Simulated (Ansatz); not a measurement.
Ansatz results at the PBE0-D4/def2-TZVP geometry: size of the dipole moment (ωB97M-V/def2-TZVPP) 0.30 D; size of the dipole moment (B3LYP/def2-TZVPP) 0.36 D; HOMO energy (PBE0/def2-TZVPP) -7.48 eV.

Which molecule gave them?
A. `C#[C][SnH2][CH3]`
B. `F/C=C(\[SiH3])SS`
C. `C1=[CH][SnH2][CH2]1`
D. `ClC[SiH2]Cl`

C. The others give `ClC[SiH2]Cl`: 0.56, 0.55, -8.37; `F/C=C(\[SiH3])SS`: 0.23, 0.27, -7.16; `C#[C][SnH2][CH3]`: 0.94, 0.99, -7.88.

B3LYP here is the variant with VWN-RPA as its local correlation; programs differ in this.
